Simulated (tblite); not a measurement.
MoO (SMILES [O]=[Mo]), quintet, at a GFN2-xTB geometry (such geometries of metal compounds can be far from the true shape); GFN1-xTB run with tblite 0.6.0.

Input for tblite:
```
$ tblite run mol.xyz --method gfn1 --charge 0 --spin 4 --etemp 2000 --json tblite.json --no-restart

# file mol.xyz
2

Mo    -0.00000000    -0.00000000    -0.27431346
O      0.00000000     0.00000000     1.44014566
```

Output, abridged:

```
xTB calculator
 | screened Coulomb repulsion
 | Coulomb electrostatics
 |  * isotropic Klopman-Ohno-Mataga-Nishimoto electrostatics
 |  * onsite third-order electrostatics
 | DFT-D3(BJ) dispersion correction

halogen bonding energy    0.0000000000000E+00 Eh
repulsion energy          2.1976552712356E-02 Eh
dispersion energy        -2.6589386425926E-04 Eh
number of electrons       1.2000000000000E+01 e
integral cutoff           4.0000000000000E+01 bohr

------------------------------------------------------------
  cycle        total energy    energy error   density error
------------------------------------------------------------
      1     -6.177615903545  -6.1993266E+00   1.0612797E+00
      2     -6.543977467567  -3.6636156E-01   4.3828700E-01
      3     -6.558129366308  -1.4151899E-02   2.9535762E-01
      4     -6.537022675615   2.1106691E-02   2.3011224E-01
      5     -6.570394320302  -3.3371645E-02   9.6613717E-02
      6     -6.575384036529  -4.9897162E-03   3.1383754E-02
      7     -6.575925709075  -5.4167255E-04   5.6457965E-03
      8     -6.575940324812  -1.4615737E-05   2.7564221E-03
      9     -6.575944570910  -4.2460978E-06   5.6536520E-04
     10     -6.575944759470  -1.8856087E-07   3.9143436E-06
------------------------------------------------------------

electronic energy        -6.5976554183186E+00 Eh
total energy             -6.5759447594705E+00 Eh

Post processing:
 | Mayer-Wiberg bond orders

[Info] JSON dump of results written to 'tblite.json'
```
